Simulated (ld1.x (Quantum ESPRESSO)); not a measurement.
## boron (B): one change to an ultrasoft potential, before and after

```
Element                 : boron
Generator               : ld1.x (Quantum ESPRESSO) 7.5
Type                    : ultrasoft
Functional              : PBEsol
Relativity              : non-relativistic
Frozen core             : [He]
Valence charge          : 3
Reference configuration : 2s2 2p0.75 (charge +0.25)
Partial waves           : 2s (bound): rcut 0.90, rcutus 1.15 bohr; 2s channel at 2.15 Ry: rcut 0.90, rcutus 1.15 bohr; 2p (bound): rcut 2.15, rcutus 2.85 bohr; 2p channel at 3.7 Ry: rcut 2.15, rcutus 2.85 bohr; 3d channel at -0.15 Ry: rcut 2.65, rcutus 2.95 bohr; 3d channel at 1.1 Ry: rcut 2.65, rcutus 2.95 bohr
Local potential         : all-electron potential smoothed inside 2.75 bohr (lloc = -1)
Core correction         : a·sin(br)/r model core, default radius (core density twice the valence density)
Augmentation charge     : PSQ, inside the norm-conserving radii
```

All-electron outer shells of the reference configuration (PBEsol, non-relativistic, ld1.x):

```json
{"shell": "2s", "level (eV)": "-11.59", "outermost node (bohr)": "0.46", "outermost maximum (bohr)": "1.52"}
{"shell": "2p", "level (eV)": "-5.68", "outermost node (bohr)": "–", "outermost maximum (bohr)": "1.53"}
```

Change: waves 2s (bound): rcut 0.90, rcutus 1.60 bohr; 2s channel at 2.15 Ry: rcut 0.90, rcutus 1.60 bohr.

Cutoffs: the cutoffs (Ry, on a coarse ladder) from which the occupation-weighted sum of valence levels, in a spherical-Bessel basis at the reference potential, stays within 10 and 1 mRy of its value at 400 Ry; they do not see the model core or the augmentation charge, which bear on the density cutoff. Errors are all-electron minus pseudo energies relative to the spin-unpolarised reference configuration.

Predict the effect on cutoff, ghosts and configuration errors.

The potential gets softer (21 Ry and 30 Ry → 8 Ry and 10 Ry); of the 7 tests that both files solve, the error grows in 0 and shrinks in 2 by more than 15 % and 0.3 meV (median size 7.2 → 6.9 meV); neither file shows a bound ghost. A larger radius leaves more room for a smooth pseudo-wave, so fewer plane waves are needed.

```csv
quantity,base,changed
"cutoff, loose",21 Ry,8 Ry
"cutoff, tight",30 Ry,10 Ry
loose cutoff by channel (10 mRy a level),"s 18 Ry, p 8 Ry","s 6 Ry, p 8 Ry"
bound ghosts,none,none
"error for 2s2 2p1, meV [ΔE -1.15 eV]",+0.5,+0.5
"error for 2s2 2p0, meV [ΔE 6.99 eV]",+7.2,+6.9
"error for 2s1 2p0, meV [ΔE 32.25 eV]",+32,+33
"error for 2s2 2p0.5, meV [ΔE 1.71 eV]",+0.7,+0.7
"error for 2s1 2p2, meV [ΔE 4.66 eV]",+8.7,+6.9
"error for 2s2 2p1.3, meV [ΔE -1.87 eV]",+2.1,+2.1
"error for 2s0 2p3, meV [ΔE 10.49 eV]",+28,+22
s: phases at 3.19 bohr within 0.05 rad from the reference energy up to (Ry; the scan ends near 5),to the end of the scan,to the end of the scan
p: phases at 3.19 bohr within 0.05 rad from the reference energy up to (Ry; the scan ends near 5),1.0,1.0
d: phases at 3.19 bohr within 0.05 rad from the reference energy up to (Ry; the scan ends near 5),3.3,3.3
lowest overlap eigenvalue by channel,"s 0.45, p 0.79, d 0.96","s 0.60, p 0.79, d 0.96"
```
